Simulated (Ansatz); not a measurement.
Ansatz (a program for electronic structure) input (CCSD(T)/cc-pVTZ):

Ansatz 0.2 input:
```yaml
crystal:
  periodic: [false, false, false]
  atoms:
    - {symbol: C, position_ang: [-0.05325798, 1.56288294, 0.21977705]}
    - {symbol: C, position_ang: [-0.40980896, 0.08480291, 0.25930687]}
    - {symbol: C, position_ang: [-1.71775829, -0.22871434, -0.44000999]}
    - {symbol: O, position_ang: [0.60725214, -0.69073573, -0.39973606]}
    - {symbol: C, position_ang: [1.75379242, -0.88129556, 0.29015315]}
    - {symbol: H, position_ang: [0.91243860, 1.74031365, 0.69347775]}
    - {symbol: H, position_ang: [-0.80975672, 2.14958304, 0.74400018]}
    - {symbol: H, position_ang: [0.00078800, 1.90948661, -0.81389437]}
    - {symbol: H, position_ang: [-0.45906921, -0.25306841, 1.30230955]}
    - {symbol: H, position_ang: [-1.66413917, 0.06569161, -1.48955737]}
    - {symbol: H, position_ang: [-1.93516915, -1.29573738, -0.39153000]}
    - {symbol: H, position_ang: [-2.53777583, 0.31620600, 0.02988877]}
    - {symbol: H, position_ang: [2.48038015, -1.48993304, -0.22602373]}
    - {symbol: H, position_ang: [1.71648291, -0.84271200, 1.37385529]}
basis:
  gaussian:
    orbitals: cc-pVTZ
magnetization: {spin_polarized: true, initial_magnetization: 1}
correlation: {method: ccsd_t, electrons: outside_noble_gas}
```

Output:

```
Functional definition: HF
integrals: 3.52 GiB planned
1562 factors; integrals over basis functions are off by at most 1.1e-3 eV
1.29 GiB of device memory are held for the factors and their scratch space
mean field: 1.39 GiB planned
mean field evaluation 1: about -6298.6725 eV, gradient 2.5e1 eV
mean field evaluation 2: about -6298.6749 eV, gradient 2.5e1 eV
mean field evaluation 4: about -6302.1572 eV, gradient 3.6e0 eV
mean field evaluation 8: about -6302.2439 eV, gradient 2.5e-1 eV
mean field evaluation 16: about -6302.2298 eV, gradient 1.1e0 eV
mean field -6302.24541145 eV, -231.6032470555 hartree, gradient 5.2e-6 eV, S^2 0.761815; 0 other end points of the search recorded, 0 dependent functions left out
5 core orbitals not correlated
reference -6302.24541145 eV, -231.6032470555 hartree; 16, 15 occupied and 255, 256 virtual orbitals, 1562 factors
second order -24.84490906 eV of doubles, -0.00000000 eV of singles
coupled cluster: 30.21 GiB planned
cycle   1  -25.45829057 eV  change   -6.1e-1 eV  update   1.0e-1
cycle   2  -26.06672630 eV  change   -6.1e-1 eV  update   3.1e-2
cycle   3  -26.20578375 eV  change   -1.4e-1 eV  update   1.8e-2
cycle   4  -26.20099285 eV  change    4.8e-3 eV  update   7.2e-3
cycle   5  -26.20151223 eV  change   -5.2e-4 eV  update   4.1e-3
cycle   6  -26.20264750 eV  change   -1.1e-3 eV  update   1.5e-3
cycle   7  -26.20221780 eV  change    4.3e-4 eV  update   4.7e-4
cycle   8  -26.20230534 eV  change   -8.8e-5 eV  update   2.0e-4
cycle   9  -26.20232494 eV  change   -2.0e-5 eV  update   7.2e-5
cycle  10  -26.20227692 eV  change    4.8e-5 eV  update   3.0e-5
cycle  11  -26.20229132 eV  change   -1.4e-5 eV  update   1.4e-5
perturbative correction -1.01372069 eV, -0.0372535481 hartree
Total energy: -6329.46142346 eV, -232.6034170490 hartree
```

It need not be the lowest isomer of its formula.
